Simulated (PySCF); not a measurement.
Computed shifts of a molecule C3H5BO, PySCF with PBE/pcSseg-1, GIAO, gas phase, equivalent atoms averaged, in ppm (number of nuclei): ¹³C: 177.7 (1), 149.2 (1), 30.2 (1). ¹H: 8.68 (1), 6.57 (1), 5.33 (1), 1.93 (2). References: ¹⁷O against H2O (σ = 334.3 ppm); ¹¹B against BF3 (σ = 83.9 ppm); ¹³C against TMS (σ = 182.0 ppm); ¹H against TMS (σ = 31.49 ppm), references at their B3LYP-D3(BJ)/def2-TZVP geometries, non-relativistic. Geometry: B3LYP-D3(BJ)/def2-SVP. Other conformers were not sampled.

Which molecule gave these data?
A. OB1C=CC1
B. C#CB(C)O
C. CB1C=CO1
D. C#CBOC

A, OB1C=CC1
